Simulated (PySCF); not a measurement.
## Nonlinear optical response: `CCCCNC=O`, C5H11NO

Geometry:
```
atom   x (Å)   y (Å)   z (Å)
  C1   2.274   0.909  -0.572
  C2   1.087   0.377   0.216
  C3   0.195  -0.553  -0.594
  C4  -0.986  -1.123   0.183
  N5  -1.916  -0.121   0.651
  C6  -3.116   0.097   0.057
  O7  -3.550  -0.519  -0.889
  H8   2.900   1.578   0.036
  H9   2.914   0.087  -0.931
 H10   1.941   1.476  -1.457
 H11   1.447  -0.154   1.116
 H12   0.488   1.229   0.585
 H13  -0.189  -0.023  -1.482
 H14   0.795  -1.398  -0.975
 H15  -1.566  -1.799  -0.461
 H16  -0.627  -1.711   1.045
 H17  -1.655   0.478   1.423
 H18  -3.682   0.924   0.551
```

Theory: quadratic response CAM-B3LYP/aug-cc-pVDZ first hyperpolarisability, Taylor convention, gas phase in PySCF. Geometry: PBE0-D3(BJ)/def2-SVP.

**Question.** What is the first hyperpolarisability, and how does it disperse?

**Answer.** In 10⁻³⁰ esu, Taylor convention; the vector part is βᵢ = ⅓ Σⱼ (βᵢⱼⱼ + βⱼᵢⱼ + βⱼⱼᵢ); β∥ is 3/5 of the vector part along the dipole, the dipole points from − to +:
| process | λ (nm) | β vector norm | β∥ | β HRS | depolarisation ratio |
| --- | --- | --- | --- | --- | --- |
| static β(0;0,0) | ∞ | 0.86 | -0.42 | 0.37 | 4.33 |
| second harmonic β(−2ω;ω,ω) | 1907 | 0.89 | -0.43 | 0.39 | 4.34 |
| Pockels β(−ω;ω,0) | 1907 | 0.87 | -0.42 | – | – |
| second harmonic β(−2ω;ω,ω) | 1064 | 0.98 | -0.47 | 0.43 | 4.37 |
| Pockels β(−ω;ω,0) | 1064 | 0.90 | -0.43 | – | – |

**Question.** Which lowest excitations, dipole and polarisabilities go with it?

**Answer.** S1 5.73 eV (f = 0.001); S2 6.26 eV (f = 0.007); S3 6.69 eV (f = 0.034); dipole 3.99 D; isotropic α 76.1 au static, 76.3 au at 1907 nm, 76.7 au at 1064 nm, 76.9 au at 953.5 nm, 78.6 au at 532 nm.
